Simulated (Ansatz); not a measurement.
Geometry optimisation, Ansatz 0.2.0, RHF/def2-SVP.

Input file:

```yaml
crystal:
  periodic: [false, false, false]
  atoms:
    - { symbol: B, position_ang: [-1.07164, -0.02448, -0.72013] }
    - { symbol: Ge, position_ang: [0.57635, -0.10479, 0.4336] }
    - { symbol: Cl, position_ang: [1.64459, 1.72561, 0.47606] }
    - { symbol: H, position_ang: [-1.76074, -0.95802, -0.8195] }
    - { symbol: H, position_ang: [-1.35693, 0.94432, -1.30108] }
    - { symbol: H, position_ang: [0.35287, -0.44488, 1.8961] }
    - { symbol: H, position_ang: [1.6155, -1.13776, 0.03496] }
basis:
  gaussian: { orbitals: def2-SVP }
hamiltonian:
  xc: hf
relax:
  f_tol: 0.02
  max_steps: 50
```

Launched with:

```bash
$ ansatz run input.yaml --threads 1 --pin off --max-ram 2048MiB --backend cpu --events-out ev --progress --plain --runs-dir out
```

Question: Where does it end, and by what steps?

Answer: The forces met the threshold. After 4 steps the energy has fallen by 0.161 eV; H6 moved furthest, 0.08 Å.

| step | energy less start (eV) | largest force component (eV/Å) | accepted |
| --- | --- | --- | --- |
| 0 | 0.0000 | 1.241 | yes |
| 1 | -0.1380 | 0.265 | yes |
| 2 | -0.1606 | 0.083 | yes |
| 3 | -0.1613 | 0.039 | yes |
| 4 | -0.1614 | 0.011 | yes |

```xyz
7
Properties=species:S:1:pos:R:3
B -1.078 -0.026 -0.723
Ge 0.624 -0.133 0.476
Cl 1.680 1.784 0.478
H -1.777 -0.994 -0.819
H -1.371 0.968 -1.318
H 0.290 -0.431 1.941
H 1.632 -1.168 -0.035
```

Run time: 5.5 s on 1 thread of AMD EPYC 9R45 96-Core Processor (Zen 5) (shared host), peak memory 0.17 GiB.
